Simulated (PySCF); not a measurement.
# Hartree-Fock beside MP2: FH2OSi

These are calculations, not measurements. The program is PySCF 2.14.0, an open-source quantum chemistry code, run on an isolated molecule that a program drew, which may never have been made. The molecule is FH2OSi (charge 0, doublet), drawn as the SMILES string `O[SiH]F`.

The geometry was optimised and harmonic frequencies were computed with HF and MP2, all in the cc-pV(D+d)Z basis, for the commonest isotopes, with a restricted reference for singlets and an unrestricted one otherwise, and a frozen core in MP2. Each result is a local minimum of its method.

Geometry at the HF minimum:
```xyz
5
FH2OSi, angstrom
O     0.1870    0.9390    3.1951
Si    0.7432    0.9651    1.6566
F     1.5494   -0.4036    1.3479
H    -0.4081    0.2603    3.4778
H     1.6952    2.0882    1.5662
```

Lengths of the bonds as drawn, in Å (atoms numbered as above):
| bond | HF | MP2 |
|---|---|---|
| O1-Si2 | 1.636 | 1.660 |
| Si2-F3 | 1.618 | 1.638 |
| O1-H4 | 0.946 | 0.967 |
| Si2-H5 | 1.475 | 1.481 |

Rotational constants, in GHz:
```
constant,HF,MP2
A,27.33,27.78
B,7.693,7.324
C,6.256,6.054
```

Harmonic frequencies in cm^-1, each column in rising order, so a row needn't be the same motion in every method:
```
rank,HF,MP2
1,222,251
2,357,337
3,756,718
4,830,802
5,861,820
6,908,894
7,958,925
8,2315,?
9,4171,3891
```

**Estimate the missing MP2 frequency from the HF column.**

A single factor s that minimises the squared misfit of MP2 against s times HF over the other rows is sum(HF x MP2) / sum(HF^2) = 0.9390, with an rms misfit of 26 cm^-1. For rank 8 it gives 0.9390 x 2315 = 2174 cm^-1. The calculation gives 2267 cm^-1, 93 cm^-1 above the estimate. The drawn bonds are on average 1.3 % longer in MP2 than in HF.
